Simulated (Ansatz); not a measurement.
**Which is lower?**

Two isomers of AlH3SeO, closed shell, relaxed at PBE0-D4/def2-TZVP (vibrations not checked).

A:

| atom | x (Å) | y (Å) | z (Å) |
| --- | --- | --- | --- |
| O1 | 0.3928 | 0.8981 | -1.3618 |
| Al2 | -0.1687 | -0.1900 | -0.1950 |
| Se3 | 0.5304 | 0.2592 | 1.9585 |
| H4 | -1.0973 | -1.4170 | -0.5456 |
| H5 | 0.1850 | 0.8376 | -2.2923 |
| H6 | -0.2104 | -0.9125 | 2.4474 |

B:

```
6
angstrom
Al -0.5193 -0.1818 -0.2187
O -0.0514 1.3521 -0.3431
Se 1.9892 -0.8873 0.0443
H -1.4892 -1.4237 -0.1943
H 2.2274 -2.0346 0.9464
H 2.0634 0.0852 1.1366
```

Ansatz 0.2.0; basis: def2-TZVPP; cores frozen in the correlated methods. Filled d shells of the heavier atoms are correlated. The def2 sets are not built for correlating such inner shells, so the correlated values are less sure here. B3LYP uses VWN-RPA correlation.

Question: Which structure is lower at CCSD(T), and by how much? (Judge from chemistry; the value comes from the calculation.)

Answer: By the calculation: A, by 71.41 kcal/mol (electronic energy, against the other). By their contacts, A is AlH₃SeO ([OH][AlH][SeH]) and B is AlH₃SeO ([O][AlH][SeH2]).

All methods give the same order:

```tsv
method	E(B) − E(A) (kcal/mol)
PBE-D4	64.55
r2SCAN-D4	69.96
PBE0-D4	72.17
B3LYP-D4	69.42
wB97M-V	72.33
HF	85.28
MP2	70.42
CCSD	74.40
CCSD(T)	71.41
```

The T1 diagnostic stays at or below 0.019.

Labels in which every atom is bracketed show which atoms are joined, not bond orders.
